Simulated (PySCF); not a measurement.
Compound: C6H9F (charge -1 and doublet state).
Numbering: `[CH2-:1][C:2]1[CH2:3][CH2:4][C@H:5]([F:6])[CH2:7]1` (hydrogens: H8, H9 on C1; H10, H11 on C3; H12, H13 on C4; H14 on C5; H15, H16 on C7)

Structure used (GFN2-xTB), in Å, numbered top down from 1:
```
atom  x, y, z in Å
C1     2.1223   -0.3544    0.6230
C2     0.9898    0.3166    0.0091
C3     0.3039   -0.3952   -1.1549
C4    -1.2014   -0.1958   -0.9469
C5    -1.3090   -0.0365    0.5602
F6    -2.5619    0.5112    0.9296
C7    -0.1135    0.8293    0.9225
H8     2.6068    0.2040    1.4313
H9     2.8576   -0.7489   -0.0858
H10    0.5397   -1.4738   -1.1736
H11    0.6116    0.0016   -2.1371
H12   -1.8096   -1.0206   -1.3309
H13   -1.5413    0.7311   -1.4182
H14   -1.2662   -1.0068    1.0678
H15    0.1429    0.7664    1.9846
H16   -0.3792    1.8808    0.7080
```

The hyperfine couplings belong to this conformer and change with its torsions.

Method: UKS B3LYP, pcH-1 on C F H, non-relativistic, mean-field spin-orbit, GIAO in PySCF. Whether the extra electron is bound in the gas phase wasn't checked; a finite basis holds it in any case. Couplings are sensitive to structure, and on GFN2-xTB geometries they can be far from those on DFT ones, by a factor of two or more for some ions and for spin on atoms past the first row. No stability test was run, so a lower SCF solution isn't excluded.

Question: The isotropic 13C couplings are +89.4, +57.1, +24.2, +18.9, +14.0, +1.2 MHz. Assign them to C1; C2; C3; C4; C5; C7.

Answer: 
```tsv
site	a_iso (MHz)	ρ(0) (bohr⁻³)	position	distance from C1 (Å)	spin population	largest |T| (MHz)
C1	+57.1	+0.0508	largest spin population	0.00	+0.46	66.6
C2	+89.4	+0.0795	a main spin site	1.45	+0.43	82.5
C3	+18.9	+0.0169	1 bond from C2	2.54	-0.03	4.4
C4	+1.2	+0.0011	2 bonds from C2	3.68	0.00	2.2
C5	+14.0	+0.0124	2 bonds from C2	3.45	+0.02	4.0
C7	+24.2	+0.0215	1 bond from C2	2.55	-0.03	3.7
```

ρ(0) is the spin density at the nucleus and T the dipolar tensor; entries for several nuclei are means. The Mulliken spin populations are largest on C1 (+0.46), C2 (+0.43) and H10 (+0.09). Main spin sites, with 60 % or more of the largest population: C1, C2; positions count bonds from the nearest.

Nuclei that the bonding pattern makes equivalent are averaged, as if the motion that swaps them (rotation, inversion, ring flip) were fast. The 1H value of +7.8 MHz is a mean of couplings from 3.0 to 12.6 MHz in this one geometry, not an average over conformers.

C2, the radical centre as drawn in `[CH2-][C]1CC[C@H](F)C1`, holds a spin population of +0.43 out of 1.
